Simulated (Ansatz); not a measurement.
Reaction (ligand exchange at the Si–C bond): `C/C=C/[SiH2][SiH3]` + `O[SiH2]O` → `O[SiH2]O[SiH2][SiH3]` + `C=CC`

Computed with Ansatz on PBE0-D4/def2-TZVP structures; ΔE is electronic, products minus reactants. CCSD(T)/CBS is the MP2 limit (def2-TZVPP, def2-QZVPP) plus CCSD(T) − MP2 in def2-TZVPP, frozen cores. Functionals use def2-TZVPP. Each species was taken in one conformer, which may not be the lowest.

```
               species  ωB97M-V energy (Eh)
  `C/C=C/[SiH2][SiH3]`           -699.23138
            `O[SiH2]O`           -442.45097
`O[SiH2]O[SiH2][SiH3]`          -1023.83987
                `C=CC`           -117.87777
```

Q: Work out ΔE.

A: ΔE = (-1023.83987) + (-117.87777) − (-699.23138) − (-442.45097) = -0.03529 Eh = -0.96 eV. CCSD(T)/CBS gives -0.97 eV.

Largest T1 diagnostic among the species: 0.012.

In def2-TZVPP, CCSD(T) changes the Hartree–Fock value by +0.21 eV (the triples alone add +0.04 eV) and MP2 by +0.23 eV. From PBE to PBE0 (25 % exact exchange), in def2-TZVPP and without D4, ΔE moves by −0.06 eV.
